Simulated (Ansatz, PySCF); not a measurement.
BiH5. Atoms are numbered in the order given.

```xyz
6

Bi     0.0000     0.0000     0.0000
H      0.0000     0.0000     1.8661
H      0.0000     0.0000    -1.8661
H      1.7992     0.0000     0.0000
H     -0.8996     1.5582     0.0000
H     -0.8996    -1.5582     0.0000
```
Charge 0, spin multiplicity 1.

Geometry optimised at B3LYP-D3(BJ)/def2-TZVP. The def2 effective core potentials stand for the cores of Bi; spin–orbit coupling is left out.

Vertical ionisation energy (IE) and electron affinity (EA) in eV. Rows of orbital energies are one-electron estimates. Where ΔSCF, EOM or ADC give a negative EA the extra electron is unbound and the value depends on the basis.

```
level                                                                        IE     EA
-------------------------------------------------------------------------  ----  -----
−ε(HOMO), −ε(LUMO), HF/def2-TZVPD (PySCF)                                  8.49  -0.58
−ε(HOMO), −ε(LUMO), M06-2X/def2-TZVPD (PySCF)                              7.08   1.44
−ε(HOMO), −ε(LUMO), PBE/def2-TZVPD (PySCF)                                  ___    ___
ΔSCF, CAM-B3LYP/def2-TZVPD (Ansatz), final states of multiplicity 2 and 2  8.29   0.52
ΔSCF, PBE/def2-TZVPD (Ansatz), final states of multiplicity 2 and 2        8.11   0.53
```

Question: What belongs in the gaps? (An estimate is asked for; the answer gives what the named calculation found.)

Answer: 
- −ε(HOMO), −ε(LUMO), PBE/def2-TZVPD (PySCF), IE: 5.23
- −ε(HOMO), −ε(LUMO), PBE/def2-TZVPD (PySCF), EA: 2.83

Question: What vertical singlet–triplet gap does ΔSCF give with CAM-B3LYP/def2-TZVPD (Ansatz, a first-principles code) and with PBE/def2-TZVPD (Ansatz)? (Estimate from the structure and the level; the computed values follow.)

Answer: 2.07 and 1.87 eV (triplet above singlet where positive).
